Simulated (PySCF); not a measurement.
C₅H₆F₂O.
SMILES with atom numbers: `[CH2:1]=[CH:2]/[CH:3]=[CH:4]\[O:5][CH:6]([F:7])[F:8]` (hydrogens: H9, H10 on C1; H11 on C2; H12 on C3; H13 on C4; H14 on C6)

The same species was optimised twice, with GFN2-xTB and with PBE0-D3(BJ)/def2-SVP (PySCF), and the same property calculations (PySCF, gas phase) were run on both structures.

```tsv
coordinate	GFN2-xTB	PBE0-D3(BJ)/def2-SVP	change
C4–O5 (Å)	1.384	1.363	-0.021
O5–C6 (Å)	1.343	1.362	+0.019
C6–F8 (Å)	1.360	1.344	-0.016
C6–F7 (Å)	1.340	1.328	-0.012
C1=C2 (Å)	1.329	1.341	+0.012
C3=C4 (Å)	1.332	1.340	+0.008
C2–C3 (Å)	1.445	1.450	+0.005
F7–C6–F8 (°)	105.8	108.4	+2.6
O5–C6–F7 (°)	109.0	107.3	-1.7
O5–C6–F8 (°)	111.4	110.5	-0.9
C1–C2–C3 (°)	123.3	124.0	+0.7
C2–C3–C4 (°)	124.3	124.9	+0.6
C4–O5–C6 (°)	117.1	116.6	-0.5
C3–C4–O5 (°)	121.8	121.8	0.0
C1–C2–C3–C4 (°)	180	179	-1
C3–C4–O5–C6 (°)	168	165	-3
C4–O5–C6–F7 (°)	154	166	+12
```

Rotational constants: A = 5552, B = 843.3, C = 815.4 MHz (GFN2-xTB) against A = 5493, B = 861.3, C = 817.5 MHz (PBE0-D3(BJ)/def2-SVP). Point groups within 0.08 Å: C1 and C1.

On the GFN2-xTB structure: lowest singlet, TDDFT (eV) 5.71 [wB97X-D/def2-SVPD]; lowest triplet, Tamm–Dancoff (eV) 3.23 [wB97X-D/def2-SVPD]; isotropic polarisability (au) 74.7 [wB97X-D/def2-SVPD]; HOMO (eV) -8.56 [wB97X-D/def2-SVPD]; LUMO (eV) 0.71 [wB97X-D/def2-SVPD]; dipole (D) 2.64 [wB97X-D/def2-SVPD]; HOMO (eV) -6.75 [PBE0/pcSseg-1]; LUMO (eV) -0.94 [PBE0/pcSseg-1]; dipole (D) 2.63 [PBE0/pcSseg-1]; GIAO shielding of C1 (ppm) 62.8 [PBE0/pcSseg-1]; GIAO shielding of C2 (ppm) 49.6 [PBE0/pcSseg-1]; GIAO shielding of C3 (ppm) 66.1 [PBE0/pcSseg-1]; GIAO shielding of C4 (ppm) 41.3 [PBE0/pcSseg-1]; GIAO shielding of O5 (ppm) 159.8 [PBE0/pcSseg-1]; GIAO shielding of C6 (ppm) 61.2 [PBE0/pcSseg-1]; GIAO shielding of F7/F8 (mean) (ppm) 263.9 [PBE0/pcSseg-1].

Q: What do these properties become on the PBE0-D3(BJ)/def2-SVP structure?

A: 
| property | level | on GFN2-xTB | on PBE0-D3(BJ)/def2-SVP | change |
| --- | --- | --- | --- | --- |
| lowest singlet, TDDFT (eV) | wB97X-D/def2-SVPD | 5.71 | 5.60 | -0.11 |
| lowest triplet, Tamm–Dancoff (eV) | wB97X-D/def2-SVPD | 3.23 | 3.13 | -0.10 |
| isotropic polarisability (au) | wB97X-D/def2-SVPD | 74.7 | 75.9 | +1.2 |
| HOMO (eV) | wB97X-D/def2-SVPD | -8.56 | -8.40 | +0.16 |
| LUMO (eV) | wB97X-D/def2-SVPD | 0.71 | 0.74 | +0.03 |
| dipole (D) | wB97X-D/def2-SVPD | 2.64 | 2.26 | -0.38 |
| energy, GFN2-xTB geometry as zero (kcal/mol) | wB97X-D/def2-SVPD | 0.0 | -0.9 | -0.9 |
| HOMO (eV) | PBE0/pcSseg-1 | -6.75 | -6.59 | +0.16 |
| LUMO (eV) | PBE0/pcSseg-1 | -0.94 | -0.90 | +0.04 |
| dipole (D) | PBE0/pcSseg-1 | 2.63 | 2.27 | -0.36 |
| energy, GFN2-xTB geometry as zero (kcal/mol) | PBE0/pcSseg-1 | 0.0 | -0.8 | -0.8 |
| GIAO shielding of C1 (ppm) | PBE0/pcSseg-1 | 62.8 | 60.5 | -2.3 |
| GIAO shielding of C2 (ppm) | PBE0/pcSseg-1 | 49.6 | 47.2 | -2.4 |
| GIAO shielding of C3 (ppm) | PBE0/pcSseg-1 | 66.1 | 65.9 | -0.2 |
| GIAO shielding of C4 (ppm) | PBE0/pcSseg-1 | 41.3 | 42.6 | +1.3 |
| GIAO shielding of O5 (ppm) | PBE0/pcSseg-1 | 159.8 | 156.5 | -3.3 |
| GIAO shielding of C6 (ppm) | PBE0/pcSseg-1 | 61.2 | 63.3 | +2.1 |
| GIAO shielding of F7/F8 (mean) (ppm) | PBE0/pcSseg-1 | 263.9 | 272.7 | +8.8 |

The heavy atoms differ by 0.080 Å rms after alignment. Among bonds between heavy atoms C4–O5 changes most (-0.021 Å). Changes are differences of the printed values. Neither structure is proved a minimum here.

Shape of the structure used: `[CH2:1]=[CH:2]/[CH:3]=[CH:4]\[O:5][CH:6]([F:7])[F:8]`: C1–C2–C3–C4 179°, C3–C4–O5–C6 165°, C4–O5–C6–F7 166°.

Note: wB97X-D ran without an empirical dispersion term, which enters the total energy and its gradient alone.
